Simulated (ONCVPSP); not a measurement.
## What one change does to a pseudopotential (selenium, ONCV)

ONCVPSP 4.0.1 input, shortened (lines: element, Z, core and valence counts, functional; n l f; lmax; l rc ep ncon nbas qcut; lloc lpopt rc5 dvloc0; l nproj debl; icmod fcfact rcfact), PBE, fully relativistic:

```
  Se 34.00    3    5        4      upf
    1    0    2.00
    2    0    2.00
    2    1    6.00
    3    0    2.00
    3    1    6.00
    3    2   10.00
    4    0    2.00
    4    1    4.00
    3
    0    0.80    0.00    5   10   12.90
    1    0.95    0.00    4    9   15.50
    2    0.55    0.00    4    9   20.80
    3    1.00    0.29    3    6   12.10
    4    5    0.55    0.00
    0    2    0.60
    1    2    3.30
    2    3    3.80
    3    3    3.90
    3    4.00    1.45
```

Open shells are filled in proportion to 2j + 1.

Change: scalar-relativistic.

Cutoffs: the cutoffs (Ha) at which the residual kinetic energy of the hardest occupied pseudo-wave falls to 1 and 0.1 mHa per electron; they do not see the model core or the augmentation charge, which bear on the density cutoff. Errors are all-electron minus pseudo energies relative to the spin-unpolarised reference configuration.

Predict the effect on cutoff, ghosts and configuration errors.

The potential gets neither clearly harder nor softer (384 Ha and 987 Ha → 344 Ha and 985 Ha); of the 4 tests that both files solve, the error grows in 0 and shrinks in 4 by more than 15 % and 0.3 meV (median size 4.6 → 3.1 meV); neither file shows a bound ghost.

| quantity | base | changed |
| --- | --- | --- |
| cutoff, loose | 384 Ha | 344 Ha |
| cutoff, tight | 987 Ha | 985 Ha |
| loose cutoff by channel | s 83 Ha, p 76 Ha, d 384 Ha | s 83 Ha, p 74 Ha, d 344 Ha |
| bound ghosts | none | none |
| GHOST(+) flags under 300 eV | none | none |
| error for 3s2 3p6 3d10 4s2 4p3, meV [ΔE 10.85 eV] | +1.2 | -0.6 |
| error for 3s2 3p6 3d10 4s2 4p2, meV [ΔE 31.20 → 31.19 eV] | +3.1 | -2.0 |
| error for 3s2 3p6 3d10 4s2 4p1, meV [ΔE 62.08 → 62.06 eV] | +6.0 | -4.3 |
| error for 3s2 3p6 3d9 4s2 4p5, meV [ΔE 51.66 → 51.67 eV] | +22 | +8.1 |
| s: phases at 0.81 bohr within 0.05 rad from the reference energy up to (Ha; the scan ends near 5) | to the end of the scan | to the end of the scan |
| rms error of d²Exc/dni dnj with the model core, mHa | 6.97 | 1.22 |
